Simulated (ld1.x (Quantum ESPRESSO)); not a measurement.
# Which change was made? (Se, TM)

| Property | Result |
| --- | --- |
| Element | selenium (Se) |
| Generator | ld1.x (Quantum ESPRESSO) 7.5 |
| Type | norm-conserving Troullier–Martins (Kleinman–Bylander form) |
| Functional | PBE |
| Relativity | fully relativistic |
| Frozen core | [Ar] 3d10 |
| Valence charge | 6 |
| Reference configuration | 4s2 4p4 |
| Partial waves | 4s (bound): rc 1.60 bohr; 4p (bound): rc 2.00 bohr |
| Local potential | all-electron potential smoothed inside 1.50 bohr (lloc = -1) |
| Core correction | Bessel-smoothed model core, default radius (core density twice the valence density) |

Open shells are filled in proportion to 2j + 1 (rel_dist='average').

Cutoffs, loose and tight: the cutoffs (Ry, on a coarse ladder) from which the occupation-weighted sum of valence levels, in a spherical-Bessel basis at the reference potential, stays within 10 and 1 mRy of its value at 400 Ry. They do not see the model core or the augmentation charge, which bear on the density cutoff. Test errors are all-electron minus pseudo excitation energies from the reference, over the configurations 4s2 4p3; 4s2 4p2; 4s2 4p1; 4s1 4p4; 4s2 4p4.3; 4s2 4p0; 4s2 4p3.5; variants that change the core or the reference have their own tests. The largest error is taken over the tests solved by every variant that gives reliable tests at all, those not shown here included: 4s2 4p0; 4s2 4p3.5; 4s2 4p4.3.

The base gives: outcome: generated; cutoff, loose: 35 Ry; cutoff, tight: 50 Ry; bound ghosts: none; largest test error (meV): -92.

**Question.** After one change the result is: outcome: generated; cutoff, loose: 40 Ry; cutoff, tight: 55 Ry; bound ghosts: p1/2; largest test error (meV): -141. Which change was it?
A. core correction none
B. local potential the s channel
C. local potential all-electron potential smoothed inside 0.78 bohr (lloc = -1)
D. wave 4s (bound): rc 1.60 bohr becomes 4s (bound): rc 1.00 bohr

**Answer.** B. The others give: core correction none → outcome: generated; cutoff, loose: 35 Ry; cutoff, tight: 50 Ry; bound ghosts: none; largest test error (meV): +6.9 | wave 4s (bound): rc 1.60 bohr becomes 4s (bound): rc 1.00 bohr → outcome: generated; cutoff, loose: 200 Ry; cutoff, tight: over 300 Ry; bound ghosts: none; largest test error (meV): -57 | local potential all-electron potential smoothed inside 0.78 bohr (lloc = -1) → outcome: generated; cutoff, loose: 40 Ry; cutoff, tight: 50 Ry; bound ghosts: s, p3/2, p1/2, d; largest test error (meV): -141.
